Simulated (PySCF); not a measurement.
Ti(NH2)4, optimised at GFN2-xTB:

```xyz
13

N      0.2245     0.8080    -1.5586
Ti     0.0395    -0.0626     0.0880
N      0.0939    -1.9110    -0.2020
N      1.4311     0.4836     1.2143
N     -1.5917     0.3691     0.8983
H      0.2609     0.3179    -2.4528
H     -0.1418     1.7473    -1.7270
H     -0.6312    -2.5523     0.1207
H      0.9716    -2.4310    -0.2647
H      2.1929     1.0916     0.9125
H      1.7740    -0.0958     1.9835
H     -1.6646     0.8926     1.7711
H     -2.4461     0.5293     0.3606
```

Energies from PySCF (xtb for GFN2), thermal terms from the rigid-rotor harmonic-oscillator model, ideal gas at 1 bar. 6-31G* has spherical d functions here. All species are closed-shell singlets. B3LYP is the form with VWN-RPA correlation. Ti(NH2)4: computed as isolated molecules; such fragments, hydroxides, amides, oligomers or adducts are transient or little studied in the gas. Warning, point group unlike the PBE0 one: Ti(NH2)4 (GFN2-xTB).

List the harmonic frequencies (cm⁻¹, unscaled) at this level and at the other levels, each on its own geometry.


- GFN2-xTB: 81, 82, 82, 111, 140, 140, 158, 168, 175, 218, 218, 230, 309, 423, 427, 427, 448, 489, 586, 588, 588, 1488, 1492, 1492, 1492, 3289, 3292, 3294, 3294, 3325, 3325, 3328, 3337
- B3LYP/6-31G*: 128, 128, 157, 161, 186, 216, 216, 343, 361, 403, 412, 412, 463, 507, 507, 534, 544, 649, 725, 726, 726, 1567, 1568, 1568, 1574, 3519, 3519, 3520, 3522, 3621, 3621, 3621, 3621
- HF/6-31G*: 151, 152, 152, 173, 206, 235, 235, 338, 385, 456, 461, 461, 506, 562, 562, 592, 604, 710, 764, 764, 771, 1707, 1707, 1708, 1714, 3757, 3758, 3758, 3761, 3853, 3854, 3854, 3854
- PBE/def2-SVP: 112, 112, 151, 156, 178, 206, 206, 319, 348, 369, 369, 372, 405, 463, 463, 489, 489, 629, 706, 708, 708, 1431, 1432, 1432, 1436, 3450, 3450, 3450, 3452, 3553, 3553, 3553, 3553
- PBE0/def2-TZVP: 121, 121, 157, 158, 188, 226, 226, 348, 369, 403, 405, 406, 436, 491, 491, 513, 525, 654, 724, 724, 725, 1521, 1522, 1522, 1526, 3564, 3564, 3564, 3568, 3667, 3668, 3668, 3668
